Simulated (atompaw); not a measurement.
**Sr (Z = 38) PAW (atompaw): all-electron and pseudo phase curves**

atompaw 4.2.0.5 input, output lines left out:

```
Sr 38
LDA-PW scalarrelativistic loggrid 1500 logderivrange -5 5 251
5 5 4 0 0 0
5 0 1
5 1 0
4 2 0
0 0 0
c
c
c
v
v
c
c
v
v
c
v
2
3.00 2.55 2.70 2.45
n
n
y
0.2
n
custom polynom gramschmidtortho sinc
bessel
2.45
3.00
1.65
3.00
3.00
3.00
```

The phase is arctan(r·u′/u) with u = r·R(r), unwrapped; energies in Ry, scanned from -5 to 5 Ry. A pole is an energy at which the radial function vanishes at the test radius. The pseudo phase is shifted by a multiple of π to meet the all-electron one at the reference energy, and phase errors are pseudo minus all-electron; the curves can meet again beyond the range given. Levels narrower than the energy grid can be missing from the lists of poles.

Q: For each channel, where are the poles, and over which energies does the pseudopotential scatter like the atom?

A:

```
channel  radius (bohr)  reference energy (Ry)  poles, all-electron  poles, pseudo  unbroken range about the reference energy with phases within 0.05 rad  phase error 1 Ry above the reference energy (rad)
      s           3.00                  -0.63          -3.43, 1.83    -3.43, 1.79                                                              below 3.7                                             -0.002
      p           3.00                  -0.41          -2.02, 2.85    -2.02, 2.75                                                              below 4.7                                             -0.009
      d           3.00                  -0.51           0.13, 4.74           0.13                                                              below 1.8                                             +0.000
```

Phases in the p channel:

```csv
E (Ry),all-electron,pseudo
-5.00,1.401,1.400
-4.52,1.388,1.388
-4.04,1.371,1.371
-3.56,1.348,1.347
-3.08,1.308,1.308
-2.60,1.197,1.197
-2.12,-1.384,-1.384
-1.64,-1.750,-1.750
-1.16,-1.847,-1.847
-0.68,-1.962,-1.962
-0.20,-2.194,-2.194
0.28,-2.913,-2.917
0.76,-4.027,-4.035
1.24,-4.416,-4.423
1.72,-4.564,-4.571
2.20,-4.644,-4.651
2.68,-4.697,-4.705
3.16,-4.739,-4.750
3.64,-4.778,-4.794
4.12,-4.819,-4.844
4.60,-4.872,-4.916
```
